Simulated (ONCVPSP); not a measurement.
# What one change does to a pseudopotential (Al (Z = 13), ONCV)

- Element: Al
- Generator: ONCVPSP 4.0.1
- Type: optimised norm-conserving Vanderbilt (ONCV)
- Functional: LDA (Perdew-Wang 92)
- Relativity: scalar-relativistic
- Frozen core: [Ne]
- Valence charge: 3
- Reference configuration: 3s2 (charge +1)
- Partial waves: 3s: rc 2.20 bohr, ncon 4, nbas 8, qcut 2.3 1/bohr, 3 projectors, debl 0.6 Ha; p scattering state at 0.06 Ha: rc 2.00 bohr, ncon 5, nbas 9, qcut 3.9 1/bohr, local; d scattering state at 0.41 Ha: rc 2.15 bohr, ncon 3, nbas 6, qcut 5.1 1/bohr, 2 projectors, debl 3 Ha
- Local potential: the p channel
- Core correction: polynomial model core, fcfact 0.25

In the p channel the program set the typed energies aside and used 0.050 Ha.

All-electron outer shells of the reference configuration (LDA (PZ), scalar-relativistic, ld1.x):

| shell | level (eV) | outermost node (bohr) | outermost maximum (bohr) |
| --- | --- | --- | --- |
| 2p | -78.09 | – | 0.43 |
| 3s | -14.92 | 0.80 | 2.01 |

Change: s: rc 3.16.

Cutoffs: the cutoffs (Ha) at which the residual kinetic energy of the hardest occupied pseudo-wave falls to 1 and 0.1 mHa per electron; they do not see the model core or the augmentation charge, which bear on the density cutoff. Errors are all-electron minus pseudo energies relative to the spin-unpolarised reference configuration.

Predict the effect on cutoff, ghosts and configuration errors.

The potential gets softer (20 Ha and 35 Ha → 2.1 Ha and 10 Ha); the bound ghost in s disappears; the lowest positive-energy flag moves from none to s at 36.1 eV; of the 4 tests that both files solve, the error grows in 3 and shrinks in 1 by more than 15 % and 0.3 meV (median size 22.3 → 25.9 meV). A larger radius leaves more room for a smooth pseudo-wave, so fewer plane waves are needed.

```csv
quantity,base,changed
"cutoff, loose",20 Ha,2.1 Ha
"cutoff, tight",35 Ha,10 Ha
bound ghosts,s,none
GHOST(+) flags under 300 eV,none,s at 36.1 eV
"error for 3s2 3p1, meV [ΔE -5.84 eV]",+26,+35
"error for 3s1, meV [ΔE 19.37 eV]",-19,-106
"error for 3s2 3p0.5, meV [ΔE -3.72 eV]",+14,+17
"error for 3s1 3p2, meV [ΔE -0.69 eV]",+34,+16
p: phases at 2.03 bohr within 0.05 rad from the reference energy up to (Ha; the scan ends near 5),2.2,2.2
d: phases at 2.18 bohr within 0.05 rad from the reference energy up to (Ha; the scan ends near 5),to the end of the scan,to the end of the scan
"rms error of d²Exc/dni dnj with the model core, mHa",0.30,1.81
```

Changed file: The cutoffs count occupied waves only; projector 2 of the d channel, the hardest unoccupied one, needs 30 Ha at the loose tolerance. A true bound ghost makes a file unfit for plane-wave use even where its test errors are small: the radial tests pick states by their node count and pass the ghost by.
